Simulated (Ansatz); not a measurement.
Geometry optimisation, UKS PBE/def2-SVP (Ansatz).

The input (input.yaml):

```yaml
crystal:
  periodic: [false, false, false]
  atoms:
    - { symbol: Mo, position_ang: [0.02543, -0.025429, -0.237145] }
    - { symbol: Cl, position_ang: [0.410522, -0.410527, 3.222074] }
    - { symbol: F, position_ang: [1.877445, 0.087388, -0.115907] }
    - { symbol: F, position_ang: [0.036053, 1.700174, 0.473533] }
    - { symbol: F, position_ang: [-1.700185, -0.036046, 0.47351] }
    - { symbol: F, position_ang: [-0.087379, -1.877441, -0.115886] }
    - { symbol: F, position_ang: [-0.031515, 0.03151, -2.055891] }
    - { symbol: H, position_ang: [-0.53037, 0.530372, 3.375713] }
magnetization:
  spin_polarized: true
  initial_magnetization: 1
basis:
  gaussian: { orbitals: def2-SVP }
hamiltonian:
  xc: pbe
relax:
  f_tol: 0.03
  max_steps: 50
```

Launched with:

```bash
$ ansatz run input.yaml --threads 4 --pin off --max-ram 5120MiB --backend cpu --events-out ev --progress --plain --runs-dir out
```

**Question.** Where does it end, and by what steps?

**Answer.** The run converged. After 20 steps the energy has fallen by 0.312 eV; H8 moved furthest, 0.93 Å. Joined: Mo1–Cl2 (3.50 → 2.82 Å).

```tsv
step	energy less start (eV)	largest force component (eV/Å)	accepted
0	0.0000	0.778	yes
1	-0.0671	0.520	yes
2	-0.1364	0.454	yes
3	-0.1837	0.459	yes
4	-0.1949	0.333	yes
5	-0.2052	0.230	yes
6	-0.1982	0.509	no
7	-0.2148	0.094	yes
8	-0.2167	0.056	yes
9	-0.2189	0.070	yes
10	-0.2112	0.919	no
11	-0.2269	0.120	yes
12	-0.2379	0.318	yes
13	-0.2559	0.780	yes
14	-0.2641	1.159	yes
15	-0.2961	0.234	yes
16	-0.2861	0.539	no
17	-0.3095	0.187	yes
18	-0.3074	0.182	no
19	-0.3112	0.064	yes
20	-0.3115	0.022	yes
```

```xyz
8
Properties=species:S:1:pos:R:3
Mo 0.133 0.016 0.043
Cl 0.378 -0.108 2.846
F 1.963 -0.064 -0.398
F 0.338 1.775 0.518
F -1.686 0.104 0.612
F 0.134 -1.787 0.376
F -0.332 0.097 -1.735
H -0.927 -0.034 2.759
```

Whether the end is a true minimum wasn't checked by a vibrational analysis.

Run time: 81 s on 4 threads of Arm Neoverse V1, with other jobs on the host, peak memory 0.32 GiB.
